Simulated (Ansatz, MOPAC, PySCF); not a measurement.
System: SnCl, net charge 1, singlet state. SMILES: [Cl][Sn+]
Geometry from a B3LYP-D3(BJ)/def2-TZVP (Ansatz, an electronic-structure program) optimisation:
```
Sn
Cl 1 2.2799
```
Charge +1, spin multiplicity 1.

Wanted: vertical ionisation energy to the doublet, in eV. Terms: each state is the SCF solution reached for its charge and spin; LANL2DZ with its own core potentials from Na on; STO-3G and 3-21G all-electron and non-relativistic; UHF or UKS for open shells; no spin-orbit coupling; def2 sets with scalar-relativistic core potentials past Kr; 6-31G* and kin with 6d, 5d where marked; PM7 with its own dispersion and hydrogen-bond terms. First-principles rows: single points at B3LYP-D3(BJ) geometries (Ansatz). Semi-empirical rows: differences of heats of formation at the shared geometry for vertical values. The spin state of an ion or metal species was assumed, not searched.

```tsv
level	program	vertical ionisation energy to the doublet (eV)
AM1	MOPAC	14.16
PM3	MOPAC	15.94
PM6	MOPAC	15.23
PM7	MOPAC	15.25
PBE/6-31G* with LANL2DZ past Ar	Ansatz	17.77
B3LYP/STO-3G	Ansatz	15.81
B3LYP/3-21G	Ansatz	17.45
B3LYP/6-31G* with LANL2DZ past Ar	Ansatz	17.80
M06-2X/6-31G* with LANL2DZ past Ar (5d)	PySCF	17.86
PBE0/def2-TZVPD	Ansatz	17.53
```

No value to compare with is used here. The 9 habitual levels span 14.16 (AM1) to 17.86 eV (M06-2X/6-31G* with LANL2DZ past Ar (5d)); PBE0/def2-TZVPD gives 17.53.

The levels are drawn from those run, B3LYP/6-31G* more often than the rest, none by its result; left out are runs that failed, that the program found above a lower state of the same kind, or whose <S^2> lies over 0.5 above the pure value.
